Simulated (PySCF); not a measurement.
A side-by-side comparison of computed properties.

First species: C4H12BOPSi.
SMILES with atom numbers: `[BH3-:1][P@+:2]1([CH3:3])[C:4]([SiH3:5])=[C:6]1[O:7][CH3:8]` (hydrogens: H9, H10, H11 on B1; H12, H13, H14 on C3; H15, H16, H17 on Si5; H18, H19, H20 on C8)

Second species: C₈H₈FN.
InChI=1S/C8H8FN/c1-3-7(2)8(9)5-4-6-10/h1,4-5,7-8H,2H3/b5-4+/t7-,8+/m1/s1

Levels: CAM-B3LYP/def2-SVPD for dipole moment, HOMO energy, LUMO energy, HOMO–LUMO gap, static isotropic polarisability and electronic spatial extent ⟨r²⟩ about the centre of nuclear charge; TDDFT CAM-B3LYP/def2-SVPD for lowest singlet excitation; TDA CAM-B3LYP/def2-SVPD for lowest triplet excitation (Tamm–Dancoff); ΔSCF CAM-B3LYP/def2-SVPD for vertical ionisation energy; PBE0-D3(BJ)/def2-SVP for rotational constant A and rotational constant C. Geometries: PBE0-D3(BJ)/def2-SVP. Each species is one conformer at its optimised geometry, gas phase, non-relativistic unless stated; the electronic structure was computed with PySCF and density fitting.

Dipoles, sizes and rotational constants follow the conformer. The torsions of the flexible species, by atom-mapped SMILES:
- `[BH3-:1][P@+:2]1([CH3:3])[C:4]([SiH3:5])=[C:6]1[O:7][CH3:8]`: C4–C6–O7–C8 -174°
- `[CH:1]#[C:2][C@@H:3]([CH3:4])[C@@H:5]([F:6])/[CH:7]=[CH:8]/[C:9]#[N:10]`: C2–C3–C5–F6 173°, C3–C5–C7–C8 -123°

Q: Which of the two has the higher S1 energy, and by how much?

A: The second: 6.16 eV against 5.66 eV, a difference of 0.50 eV.

Q: Which of the two has the higher dipole moment, and by how much?

A: The first: 4.69 D against 4.46 D, a difference of 0.23 D.

Q: Which of the two has the higher T1 energy, and by how much?

A: The first: 4.10 eV against 3.69 eV, a difference of 0.41 eV.

Q: Which has the higher rotational constant C?

A: The first: 0.764 GHz against 0.636 GHz, a difference of 0.128 GHz.

Q: Which of the two has the higher static isotropic polarisability, and by how much?

A: The first: 124.6 au against 99.6 au, a difference of 25.0 au.

Q: Which has the higher HOMO energy?

A: The first: -8.57 eV against -9.44 eV, a difference of 0.87 eV.

Q: Which has the higher LUMO energy?

A: The first: 0.17 eV against -0.59 eV, a difference of 0.76 eV.

Q: Which has the higher ⟨r²⟩?

A: The second: 1783 bohr² against 1707 bohr², a difference of 76 bohr².

On the first: The principal polarisabilities are 107.6, 125.0 and 141.0 au; their mean is the isotropic value. The dipole matches unit charges of opposite sign 0.98 Å apart (1 e·Å = 4.8032 D).

On the second: The polarisability is 14.75 Å³ as a volume (1 au = 0.148185 Å³), or 1.38 au for each of the 72 electrons. The ΔSCF ionisation energy exceeds −ε(HOMO) by 0.71 eV with CAM-B3LYP.
